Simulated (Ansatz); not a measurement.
System: C3H5O (charge 0, doublet). It need not be the lowest isomer of its formula. 
Coordinates optimised at B3LYP-D3(BJ)/def2-TZVP (Ansatz, a first-principles code):
```
C
C 1 1.3039
H 2 1.0781 1 138.86
H 1 1.0945 2 119.98 3 -1.54
C 1 1.5072 4 114.96 2 178.36
H 5 1.0915 1 109.92 4 59.30
H 5 1.0940 6 108.20 1 -120.10
O 5 1.4245 6 105.34 7 -119.46
H 8 0.9640 5 107.99 6 -178.78
```
Charge 0, spin multiplicity 2.

Basis-set convergence of Hartree-Fock and CCSD correlation energies (hartree) with Ansatz. Valence correlation only, unless marked. Open shells are spin-unrestricted. No spin-orbit coupling. Non-relativistic.

The UHF reference is spin-contaminated (<S^2> 0.17 over the pure value in the largest basis). 

```csv
basis,functions,E(HF),"E(corr, CCSD)"
aug-cc-pVDZ,137,-191.30999,-0.63013
aug-cc-pVTZ,299,___,___
```

Task: What belongs in the gaps?

Result: 
- aug-cc-pVTZ, E(HF): -191.35595
- aug-cc-pVTZ, E(corr, CCSD): -0.74351
